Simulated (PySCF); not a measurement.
Cd(tBu)(SH), C4H10CdS, SMILES C[C](C)(C)[Cd][SH] (GFN2-xTB optimised geometry):

```
16

Cd    -0.781    -0.133     0.000
C      1.440    -0.133     0.000
C      1.819     0.667    -1.243
C      1.821     0.649     1.254
C      2.115    -1.501    -0.010
H      2.893     0.877    -1.248
H      1.292     1.627    -1.263
H      1.583     0.114    -2.157
H      1.296     1.610     1.286
H      1.585     0.085     2.160
H      2.895     0.859     1.260
H      1.848    -2.082     0.872
H      1.846    -2.070    -0.900
H      3.203    -1.373    -0.010
S     -1.941     2.082     0.000
H     -3.203     1.683     0.017
```

Method: B3LYP/def2-TZVP, def2 effective core potentials past Kr (PySCF).

Q: What are the frontier orbital energies and the dipole moment?

A: HOMO-2 -7.99 eV, HOMO-1 -6.22 eV, HOMO -6.13 eV, LUMO -2.68 eV, LUMO+1 -0.57 eV; dipole moment 3.54 D.

On the same geometry PBE/def2-TZVP, def2 effective core potentials past Kr run with PySCF gives HOMO-2 -7.12 eV, HOMO-1 -5.38 eV, HOMO -5.30 eV, LUMO -3.08 eV, LUMO+1 -0.97 eV; dipole moment 3.34 D.
